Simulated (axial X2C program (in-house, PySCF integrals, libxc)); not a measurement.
Results of a calculation; reference values are marked as such.
**BeO⁺: input and output of an EOM-IP-CCSD run**

Program: an axial X2C code built on PySCF integrals.

Input and command:
```json
{"zs": [8, 4], "q": 1, "bas": ["dyall-av3z", "dyall-cv3z"], "r0": 1.47, "eom": "ip", "rq": 0, "thr": -2.0, "nmax": 95, "grid": [1, 0.96, 1.045, 0.92, 1.09, 1.15]}
```
```bash
python soeom.py task.json out
```

Keys: zs atomic numbers; q charge; bas basis sets; r0 starting distance in Å; eom kind of EOM run; rq charge at which the geometry is sought; thr threshold in hartree for freezing inner shells (an s shell follows its p shell); nmax most natural virtual spinors; grid distances as factors.

Output at R = 1.320 Å (near the PBE0 minimum at charge 0 of the determinant lowest at the starting distance; the state shown can have its own minimum elsewhere), reference BeO:

```
two-component X2C + atomic mean field  HF
basis functions 108  fitting functions 532  grid points 4346
iter        total energy     max residual
   1        -89.491529230     7.45e-02
   2        -89.501687748     7.20e-03
   3        -89.502038113     6.99e-03
   4        -89.502392299     2.02e-03
   5        -89.502433962     6.40e-04
   6        -89.502448169     2.62e-04
   7        -89.502448865     9.84e-05
   8        -89.502448940     1.07e-05
   9        -89.502448942     2.84e-06
  10        -89.502448942     7.83e-07
converged
one-electron -149.50125605  Coulomb 58.19452744  exact exchange -11.01957339  xc functional 0.00000000  nuclear repulsion 12.82853845  atomic mean-field constant -0.00468539
correlated 8  virtual 176  natural virtual 94  E(MP2) -0.308791826  MP2 remainder -0.002770837
iter   CCSD correlation   residual
   1     -0.281567468   1.69e-01
   2     -0.292392848   9.10e-02
   3     -0.295533598   2.33e-02
   4     -0.295717546   9.58e-03
   5     -0.295769071   2.97e-03
   6     -0.295762671   1.21e-03
   7     -0.295755440   5.85e-04
   8     -0.295765154   1.90e-04
   9     -0.295764796   4.43e-05
  10     -0.295764178   1.20e-05
  11     -0.295764513   3.41e-06
  12     -0.295764449   1.17e-06
  13     -0.295764458   4.36e-07
(T) -0.015542944  T1 0.0375  D1 0.0502  max T2 0.063
EOM-IP-CCSD roots
2*Omega      energy/Eh   energy/eV  one-particle weight
    1       0.36726016      9.9937      0.926
    1       0.40376574     10.9870      0.920
    1       0.90555432     24.6414      0.000
    1       0.90574449     24.6466      0.000
    3       0.36669928      9.9784      0.926
    3       0.90537938     24.6366      0.000
    3       0.91524647     24.9051      0.000
    5       0.90521846     24.6322      0.000
```
T1 in the output is the amplitude norm over the root of the electron number; divide by √2 for the Lee–Taylor value.

Reference electrons by ω block (each with its −ω partner): 1/2: 5, 3/2: 1. Root energies count from the CCSD energy of the reference. The reference has large amplitudes (orbital relaxation or multireference character). The reference need not be the lowest state of its species. All roots sought are printed; those with a small one-particle weight need a further excitation, are placed far too high, and may in truth lie low or lowest. Inner shells are frozen, and levels at this size can be off by some tenths of an eV.
